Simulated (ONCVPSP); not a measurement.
## Potentials for germanium compared

Generated with ld1.x 7.5 (TM, RRKJ, ultrasoft, PAW), atompaw 4.2 or ONCVPSP 4.0.1. The cutoff is in Ry: for ld1.x and atompaw files where the sum of valence levels is converged to 10 mRy in a Bessel basis, for ONCV files where the hardest occupied wave has 1 mHa per electron of residual kinetic energy. The error is the largest all-electron minus pseudo excitation energy over each file’s own four to seven test configurations (ionisations up to +4, promotions, holes and added fractions of an electron), all of which were solved. The labels leave out finer settings (local radius, basis sizes, second energies), which also bear on the numbers. Spin-polarised tests are not counted. The rows are a selection from randomly drawn settings: files with unsolved tests, undetermined cutoffs or missed reference levels are left out.

A true bound ghost makes a file unfit for plane-wave use even where its test errors are small: the radial tests pick states by their node count and pass the ghost by.

| potential | cutoff (Ry) | largest error (meV) | bound ghosts |
| --- | --- | --- | --- |
| ONCV, PBEsol, scalar-relativistic, rc 0.80/0.90/0.85 (spd), local smoothed, core correction yes, reference 3s2 3p6 3d10 4s2, qcut 14.9/13.7/14.8, projectors 2/1/2 | 225 | +59 | none |
| ONCV, LDA (Perdew-Wang 92), scalar-relativistic, rc 1.80/2.10/1.30 (spd), local smoothed, core correction yes, reference 3d10 4s2 4p2, qcut 4.6/3.9/13.4, projectors 2/2/2 | 137 | +10 | s |
| ONCV, PBE, scalar-relativistic, rc 1.80/2.60/1.48/2.04 (spdf), local smoothed, core correction yes, reference 3d10 4s2 4p2, qcut 4.1/4.7/15/7.3, projectors 2/2/3/2 | 137 | -67 | none |
| ONCV, LDA (Perdew-Wang 92), scalar-relativistic, rc 1.40/2.05/0.75 (spd), local smoothed, core correction yes, reference 3d10 4s2 4p2, qcut 5.7/3.5/19, projectors 2/2/1 | 309 | -56 | s |
| ONCV, PBE, scalar-relativistic, rc 1.75/1.85/0.95/1.45 (spdf), local smoothed, core correction yes, reference 3d10 4s1, qcut 3.6/5.1/16.9/7.7, projectors 3/2/2/3 | 222 | +168 | f |
| ONCV, PBEsol, scalar-relativistic, rc 1.85/2.15/0.90 (spd), local smoothed, core correction yes, reference 3d10 4s2 4p2, qcut 2.9/4.1/15, projectors 1/2/2 | 224 | -30 | s |
| ONCV, LDA (Perdew-Zunger), scalar-relativistic, rc 1.15/0.90/0.90 (spd), local smoothed, core correction yes, reference 3s2 3p6 3d10 4s2 4p2, qcut 9.6/17.7/16, projectors 3/2/3 | 235 | -3.6 | none |

(1) Fill in the row for Ge: ONCV, PBEsol, scalar-relativistic, rc 1.65/2.40 (sp), local smoothed, core correction yes, reference 4s2 4p2, qcut 3.1/3.6, projectors 2/3.

(2) Fill in the row for Ge: ONCV, LDA (Perdew-Wang 92), scalar-relativistic, rc 1.75/2.15 (sp), local smoothed, core correction no, reference 4s2 4p2, qcut 4.8/3, projectors 3/2.

Results:

(1) cutoff 67 Ry, largest error -503 meV, bound ghosts: none.

(2) cutoff 17 Ry, largest error +233 meV, bound ghosts: none.
